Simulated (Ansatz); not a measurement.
The inner images of a band of F3HOZr + H2 (8 atoms, charge 0, multiplicity 1) are given out of order.

Computed with RKS B3LYP/def2-SVP (Ansatz 0.2.0).

Initial state:

```xyz
8
Properties=species:S:1:pos:R:3
Zr -0.204 0.201 -0.003
O -0.452 0.187 1.894
H -0.575 0.197 2.845
F 1.650 0.383 -0.448
F -1.138 1.700 -0.737
F -0.917 -1.390 -0.795
H 1.522 -2.446 1.121
H 1.172 -2.100 1.702
```

Final state:

```xyz
8
Properties=species:S:1:pos:R:3
Zr 0.354 -0.267 -0.169
O -0.521 -0.743 1.979
H -0.713 0.056 2.493
F 1.364 0.254 -1.702
F -0.185 1.443 0.550
F -0.940 -1.503 -0.844
H 1.755 -1.148 0.708
H -0.056 -1.360 2.562
```

Q: Put them in order from the first end to the last, with their energies above the first end.
A.
```xyz
8
Properties=species:S:1:pos:R:3
Zr -0.052 -0.212 0.021
O -0.620 -0.382 1.905
H -0.674 0.044 2.766
F 1.638 -0.052 -0.904
F -0.642 1.581 -0.184
F -1.060 -1.471 -1.002
H 1.522 -1.490 1.243
H 0.947 -1.287 1.733
```
B.
```xyz
8
Properties=species:S:1:pos:R:3
Zr -0.277 0.115 -0.040
O -0.548 0.011 1.852
H -0.666 -0.036 2.803
F 1.569 -0.005 -0.545
F -0.922 1.810 -0.644
F -1.262 -1.273 -0.916
H 1.843 -1.993 1.261
H 1.322 -1.897 1.806
```
C.
```xyz
8
Properties=species:S:1:pos:R:3
Zr -0.266 0.182 0.006
O -0.567 0.215 1.893
H -0.718 0.205 2.841
F 1.608 0.130 -0.394
F -0.998 1.769 -0.771
F -1.132 -1.334 -0.779
H 1.808 -2.113 1.116
H 1.325 -2.322 1.665
```
D.
```xyz
8
Properties=species:S:1:pos:R:3
Zr 0.205 -0.318 -0.139
O -0.487 -0.666 2.037
H -0.630 0.025 2.702
F 1.614 0.116 -1.343
F -0.498 1.440 0.203
F -1.004 -1.504 -1.015
H 1.453 -1.285 0.965
H 0.406 -1.075 2.168
```
E.
```xyz
8
Properties=species:S:1:pos:R:3
Zr -0.167 -0.049 0.010
O -0.587 -0.167 1.887
H -0.694 -0.026 2.830
F 1.630 -0.063 -0.675
F -0.777 1.699 -0.438
F -1.159 -1.376 -0.948
H 1.682 -1.713 1.203
H 1.130 -1.572 1.708
```
F.
```xyz
8
Properties=species:S:1:pos:R:3
Zr 0.104 -0.307 -0.055
O -0.482 -0.589 2.000
H -0.602 0.033 2.731
F 1.652 0.039 -1.117
F -0.580 1.477 0.018
F -1.013 -1.490 -1.039
H 1.374 -1.352 1.178
H 0.606 -1.079 1.861
```
G.
```xyz
8
Properties=species:S:1:pos:R:3
Zr 0.280 -0.299 -0.169
O -0.490 -0.722 2.015
H -0.734 0.031 2.575
F 1.498 0.185 -1.556
F -0.345 1.434 0.402
F -0.997 -1.489 -0.942
H 1.589 -1.234 0.815
H 0.259 -1.173 2.438
```

A: C (-0.1 kJ/mol), B (+2.3 kJ/mol), E (+15.6 kJ/mol), A (+57.0 kJ/mol), F (+131.8 kJ/mol), D (+102.9 kJ/mol), G (+89.9 kJ/mol).

Run time: 8.6 min on 2 threads of Arm Neoverse V1, with other jobs on the host, peak memory 0.22 GiB.
